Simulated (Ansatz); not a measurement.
Frontier orbitals of C2H8GaNSi.

```xyz
13

C     0.854   -1.928    0.557
Si    0.932   -0.562   -0.711
C    -0.300    0.776   -0.250
N    -0.098    2.026   -0.048
Ga   -2.114    1.470    0.219
H    -0.158   -2.336    0.617
H     1.132   -1.557    1.545
H     1.535   -2.740    0.292
H     0.546   -1.060   -2.059
H     2.299    0.036   -0.787
H     0.841    2.424   -0.144
H    -2.481    1.464    1.737
H    -2.987    1.986   -0.967
```

Total charge 0; spin multiplicity 1. Correlated methods include outer-core shells of Ga, which these sets cover unevenly. Scalar relativity is left out up to krypton. The bonds changed during the relaxation, so this is another structure than the one it started from. All single points use the PBE0-D4/def2-TZVP geometry. It is one conformer, not always the lowest. Basis def2-TZVPP, Ansatz 0.2.0.

```
             functional  HOMO (eV)  LUMO (eV)  gap (eV)
                    PBE      -5.47      -2.42      3.05
                   BLYP      -5.36      -2.25      3.11
                 B97M-V      -5.79      -2.17      3.62
                   PBE0      -6.60      -1.31      5.29
                r2SCANh      -6.09      -1.83      4.26
HSE06 (plane-wave form)      -6.21      -1.70      4.51
                  BHLYP      -7.68      -0.10      7.58
                ωB97X-V      -8.88       1.01      9.89
                ωB97M-V      -8.76       0.88      9.64
```

A quarter of exact exchange (PBE0) shifts PBE's HOMO by −1.13 eV and its LUMO by +1.11 eV; full exchange at long range (ωB97M-V) shifts them by −3.29 and +3.29 eV. The gap opens from 3.06 to 9.64 eV, since occupied levels lose self-interaction and empty ones feel all the electrons. A positive LUMO is unbound and depends on the basis.
